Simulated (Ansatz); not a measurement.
`O[Si](O)(O)[O][AlH2]` and `O[Si](O)(O)[O][GaH2]` differ in one atom or group.

Ansatz, PBE0-D4/def2-TZVP geometries, multiplicity 1. Each molecule was computed in one conformer, which needn't be the lowest.

Scalar relativity is left out up to krypton.

```
                                                                                  property  `O[Si](O)(O)[O][AlH2]`
ideal-gas entropy at 298 K and 1 bar (rigid rotor, harmonic PBE0-D4/def2-TZVP) / J/(mol·K)                     407
                                                      HOMO–LUMO gap (PBE0/def2-TZVPP) / eV                    7.22
                                                        HOMO energy (PBE0/def2-TZVPP) / eV                   -8.30
                                                     HOMO–LUMO gap (B3LYP/def2-TZVPP) / eV                    6.80
                                                       LUMO energy (B3LYP/def2-TZVPP) / eV                   -1.31
                                                       HOMO energy (B3LYP/def2-TZVPP) / eV                   -8.11
```

**Question.** What does the change do to each property? (An estimate is asked.)

**Answer.** Computed: 
| property | `O[Si](O)(O)[O][GaH2]` | shift |
| --- | --- | --- |
| ideal-gas entropy at 298 K and 1 bar (rigid rotor, harmonic PBE0-D4/def2-TZVP) / J/(mol·K) | 382 | -25 |
| HOMO–LUMO gap (PBE0/def2-TZVPP) / eV | 7.73 | 0.51 |
| HOMO energy (PBE0/def2-TZVPP) / eV | -8.00 | 0.30 |
| HOMO–LUMO gap (B3LYP/def2-TZVPP) / eV | 7.23 | 0.43 |
| LUMO energy (B3LYP/def2-TZVPP) / eV | -0.56 | 0.75 |
| HOMO energy (B3LYP/def2-TZVPP) / eV | -7.79 | 0.32 |

With PBE0 the HOMO rises by 0.30 eV and the LUMO rises by 0.81 eV, so the gap widens by about 0.51 eV. PBE moves the HOMO by 0.31 eV and ωB97M-V by 0.28 eV. Modes under 60 cm⁻¹, often nearly free rotors, make the harmonic entropy too high.

B3LYP here is the variant with VWN-RPA as its local correlation; programs differ in this.
